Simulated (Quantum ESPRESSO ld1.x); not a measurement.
Values are calculated unless marked as measured or tabulated.
Task: Radial electron density D(r) = 4 pi r^2 rho(r) of an atom or ion with 36 electrons. Code: ld1.x of Quantum ESPRESSO 7.5. Model: Dirac Kohn-Sham, PBE, spin-unpolarised, spherical densities, point nucleus.

```
   r/bohr * D(r) (the largest magnitude, 55.5, reaches the edge; | marks zero)
   0.0023 | *
 0.002635 |  *
 0.002995 |   *
 0.003431 |    *
 0.003931 |     *
 0.004468 |      *
 0.005118 |        *
 0.005817 |          *
 0.006665 |            *
 0.007575 |               *
 0.008678 |                  *
 0.009943 |                      *
   0.0113 |                         *
  0.01295 |                             *
  0.01471 |                                 *
  0.01686 |                                     *
  0.01916 |                                        *
  0.02195 |                                           *
  0.02515 |                                             *
  0.02858 |                                             *
  0.03275 |                                            *
  0.03722 |                                           *
  0.04264 |                                         *
  0.04846 |                                       *
  0.05553 |                                     *
  0.06361 |                                      *
   0.0723 |                                        *
  0.08283 |                                           *
  0.09415 |                                                *
   0.1079 |                                                    *
   0.1226 |                                                      *
   0.1404 |                                                     *
   0.1609 |                                                *
   0.1829 |                                          *
   0.2095 |                                   *
   0.2381 |                               *
   0.2728 |                              *
   0.3101 |                                 *
   0.3553 |                                    *
    0.407 |                                      *
   0.4626 |                                     *
     0.53 |                                *
   0.6023 |                         *
   0.6901 |                 *
   0.7843 |           *
   0.8986 |        *
     1.03 |      *
     1.17 |      *
    1.341 |     *
    1.524 |     *
    1.746 |    *
    1.984 |   *
    2.273 | *
    2.604 |*
     2.96 |*
    3.391 *
    3.854 *
    4.415 *
    5.018 *
    5.749 *
```

What is the nuclear charge?

Result: Z = 37. The innermost maximum, from 1s, lies near gamma/Z bohr with gamma = sqrt(1 - (Z/c)^2) = 0.963, here 0.026 bohr (found: 0.0284), and its height grows with Z. The density is that of the rubidium ion Rb+ in [Kr]; the configuration itself is not fixed sharply by these data, and Z only to a few units. D(r) has 3 maxima, at r = 0.0284, 0.126, 0.414 bohr, and minima at 0.0583, 0.262 bohr, inside which lie 2.07, 11.02 electrons.
